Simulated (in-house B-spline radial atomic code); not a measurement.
Configurations of Ar8+, with energies counted from [He] 2s2 2p6. Computed with a radial B-spline atomic code at the basis-set limit: Dirac-Hartree-Fock, average of configuration, Fermi nucleus of rms radius 3.4274 fm. Energies include first-order Breit, QED and recoil terms.

Occupations are held fixed; configurations that lie above the ionisation limit could autoionise.

| configuration | E - E(ref) (eV) | highest orbital | its <r> (bohr) |
| --- | --- | --- | --- |
| [He] 2s2 2p5 5s1 | 368.71 | 5s1/2 | 3.475 |
| [He] 2s2 2p5 6s1 | 386.08 | 6s1/2 | 5.163 |
| [He] 2s2 2p5 6f1 | 391.02 | 6f7/2 | 5.318 |
| [He] 2s2 2p5 6g1 | 391.08 | 6g9/2 | 4.888 |
| [He] 2s1 2p6 4p1 | 417.98 | 4p3/2 | 2.196 |
| [He] 2s1 2p6 5d1 | 452.59 | 5d5/2 | 3.692 |
| [He] 2s1 2p6 5f1 | 453.98 | 5f7/2 | 3.488 |
| [He] 2s1 2p6 5g1 | 454.07 | 5g9/2 | 3.055 |
| [He] 2s1 2p6 6p1 | 464.42 | 6p3/2 | 5.344 |
| [He] 2s1 2p6 6d1 | 466.68 | 6d5/2 | 5.497 |
| [He] 2s1 2p6 6g1 | 467.54 | 6g9/2 | 4.888 |

(1) Order these further configurations by energy, lowest first.
A. [He] 2s1 2p6 5p1
B. [He] 2s1 2p6 3d1
C. [He] 2s2 2p5 6d1
D. [He] 2s1 2p6 6f1
E. [He] 2s2 2p5 4d1

(2) How far above the reference does [He] 2s2 2p5 5d1 lie?

(3) How far above the reference does [He] 2s2 2p5 4f1 lie?

(4) How far above the reference does [He] 2s2 2p5 5f1 lie?

(5) One of these lies 334.6 eV from the reference. Which?
A. [He] 2s2 2p5 4s1
B. [He] 2s1 2p6 4f1
C. [He] 2s2 2p5 5g1
D. [He] 2s1 2p6 4d1

Results:

(1) E (349.97 eV), B (369.59 eV), C (390.2 eV), A (448.53 eV), D (467.48 eV).

(2) 376.11 eV; its least bound orbital is 5d5/2 with <r> = 3.69 bohr.

(3) 352.69 eV; its least bound orbital is 4f7/2 with <r> = 1.992 bohr.

(4) 377.52 eV; its least bound orbital is 5f7/2 with <r> = 3.488 bohr.

(5) A.
